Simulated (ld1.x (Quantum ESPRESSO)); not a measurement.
**technetium: one change to a PAW potential, before and after**

```
Element                 : technetium
Generator               : ld1.x (Quantum ESPRESSO) 7.5
Type                    : PAW
Functional              : Wu–Cohen
Relativity              : scalar-relativistic
Frozen core             : [Ar] 3d10 4s2
Valence charge          : 13
Reference configuration : 4p6 4d5 5s1.5 5p0 (charge +0.5)
Partial waves           : 5s (bound): rcut 2.00, rcutus 2.55 bohr; 5s channel at 0.3 Ry: rcut 2.00, rcutus 2.55 bohr; 4p (bound): rcut 1.55, rcutus 1.90 bohr; 5p (bound, empty): rcut 1.55, rcutus 1.90 bohr; 4d (bound): rcut 1.45, rcutus 1.90 bohr; 4d channel at -0.15 Ry: rcut 1.45, rcutus 1.90 bohr; 4f channel at 0.05 Ry: rcut 1.80, rcutus 2.25 bohr; 4f channel at 2.05 Ry: rcut 1.80, rcutus 2.25 bohr
Local potential         : all-electron potential smoothed inside 2.00 bohr (lloc = -1)
Core correction         : a·sin(br)/r model core, default radius (ld1.x builds one for every PAW set, though the input has nlcc=.false.)
Augmentation charge     : BESSEL, radius 1.25 bohr
```

Change: local potential all-electron potential smoothed inside 1.95 bohr (lloc = -1).

Cutoffs: the cutoffs (Ry, on a coarse ladder) from which the occupation-weighted sum of valence levels, in a spherical-Bessel basis at the reference potential, stays within 10 and 1 mRy of its value at 400 Ry; they do not see the model core or the augmentation charge, which bear on the density cutoff. Errors are all-electron minus pseudo energies relative to the spin-unpolarised reference configuration.

Predict the effect on cutoff, ghosts and configuration errors.

The potential gets neither clearly harder nor softer (30 Ry and 50 Ry → 30 Ry and 50 Ry); both files keep a bound ghost (s); of the 7 tests that both files solve, the error grows in 2 and shrinks in 1 by more than 15 % and 0.3 meV (median size 0.4 → 0.8 meV).

| quantity | base | changed |
| --- | --- | --- |
| cutoff, loose | 30 Ry | 30 Ry |
| cutoff, tight | 50 Ry | 50 Ry |
| bound ghosts | s | s |
| error for 4p6 4d5 5s2 5p0, meV [ΔE -3.31 eV] | +0.4 | +0.5 |
| error for 4p6 4d5 5s1 5p0, meV [ΔE 4.90 eV] | -0.1 | +0.1 |
| error for 4p6 4d5 5s0 5p0, meV [ΔE 19.72 eV] | +2.2 | +4.6 |
| error for 4p6 4d4 5s0 5p0, meV [ΔE 48.42 eV] | -22 | -20 |
| error for 4p6 4d5 5s1 5p1, meV [ΔE 0.53 eV] | +0.3 | +0.4 |
| error for 4p6 4d4 5s2 5p1, meV [ΔE 3.31 eV] | +0.4 | +2.9 |
| error for 4p6 4d4 5s2 5p0, meV [ΔE 8.34 eV] | -2.1 | -0.8 |
| s: phases at 2.74 bohr within 0.05 rad from the reference energy up to (Ry; the scan ends near 5) | 4.0 | 4.0 |
| p: phases at 2.74 bohr within 0.05 rad from the reference energy up to (Ry; the scan ends near 5) | 3.3 | 2.7 |
| d: phases at 2.74 bohr within 0.05 rad from the reference energy up to (Ry; the scan ends near 5) | to the end of the scan | to the end of the scan |
| f: phases at 2.74 bohr within 0.05 rad from the reference energy up to (Ry; the scan ends near 5) | 4.1 | 4.1 |
| lowest overlap eigenvalue by channel | s 0.43, p 0.12, d 0.90, f 0.96 | s 0.43, p 0.10, d 0.91, f 0.96 |

 A true bound ghost makes a file unfit for plane-wave use even where its test errors are small: the radial tests pick states by their node count and pass the ghost by.
